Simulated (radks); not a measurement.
Results of a calculation; reference values are marked as such.
Problem. Orbital eigenvalues (eV) of the nitrogen ion N4+, [He] 2s1, of relativity; Dirac values are averaged over j with weights 2j + 1. Spin-unpolarised spherical Kohn-Sham, BLYP, point nucleus unless stated (finite: rms radius 2.5582 fm), a radial shooting solver on a logarithmic mesh with Libxc functionals. A level marked "c x" has the speed of light scaled by that factor.

| shell | non-rel. |
|---|---|
| 1s | -480.37 |
| 2s | -87.565 |
| 2p (empty) | -77.715 |

Give the values at the level "Dirac, c x 1.5".

Solution. 
shell       Dirac, c x 1.5  change of magnitude (%)
1s                 -480.49                    +0.02
2s                 -87.591                    +0.03
2p (empty)         -77.720                    +0.01
